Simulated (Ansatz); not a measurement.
A search over several starts for the lowest SCF solution of [VF6]2- (VF₆²⁻) at the given spin, in a small basis.

```yaml
crystal:
  periodic: [false, false, false]
  atoms:
    - {symbol: V, position_ang: [-0.000007, 0.000004, -0.000004]}
    - {symbol: F, position_ang: [-0.017684, -0.010246, 1.885720]}
    - {symbol: F, position_ang: [0.017751, 0.010152, -1.885725]}
    - {symbol: F, position_ang: [1.858120, -0.020119, 0.017364]}
    - {symbol: F, position_ang: [-1.858128, 0.020212, -0.017340]}
    - {symbol: F, position_ang: [-0.029272, 1.856777, 0.009750]}
    - {symbol: F, position_ang: [0.029210, -1.856770, -0.009785]}
basis:
  gaussian: {orbitals: def2-SVP, initial_orbitals: start.molden}
total_charge: -2
magnetization: {spin_polarized: true, initial_magnetization: 1}
hamiltonian: {xc: pbe, dispersion: d4}
output: {orbitals: {seedname: orbitals}}
```

The file start.molden holds the orbitals of an earlier run on this structure, at another level or in another basis.

```sh
$ ansatz run in.yaml --threads 4 --pin off --events-out ev --progress --plain --max-ram 8704MiB
```

It prints (some lines left out):

```
Functional definition: PBE
1270 factors; their error is unknown
mean field evaluation 1: about -41956.5828 eV, gradient 1.6e1 eV
mean field evaluation 2: about -41957.5850 eV, gradient 8.6e-1 eV
mean field evaluation 4: about -41957.5206 eV, gradient 3.1e-2 eV
mean field evaluation 8: about -41957.5206 eV, gradient 8.1e-6 eV
mean field evaluation 16: about -41955.3673 eV, gradient 2.1e1 eV
mean field evaluation 32: about -41951.3495 eV, gradient 2.7e1 eV
mean field evaluation 64: about -41957.5025 eV, gradient 1.1e-1 eV
mean field -41957.52059947 eV, -1541.9104422017 hartree, gradient 8.0e-6 eV, S^2 0.754295; 8 other end points of the search recorded, 0 dependent functions left out
reference -41957.52067332 eV, -1541.9104449155 hartree; 40, 39 occupied and 75, 76 virtual orbitals, 1270 factors
Total energy: -41957.68335834 eV, -1541.9164234799 hartree
```

Hardware: 4 threads of Arm Neoverse N1 on a shared host. Wall time 31 s.

Other converged states that the search met: 0.03 eV higher (⟨S²⟩ = 0.75).

A multiply charged anion in the gas phase is held together partly by the finite basis. Removing one electron lowers the energy by 0.44 eV at PBE0-D4/def2-TZVPD, so it isn't bound. The highest occupied level of the charge -2 doublet lies above zero (up to 6.92 eV). By energy differences it is unbound by 0.48 eV (vertical, to the charge -1 singlet, at LC-ωPBE (ω = 0.30 bohr⁻¹)/def2-SVPD) and held by the finite basis. No other spin state of charge -2 was run.
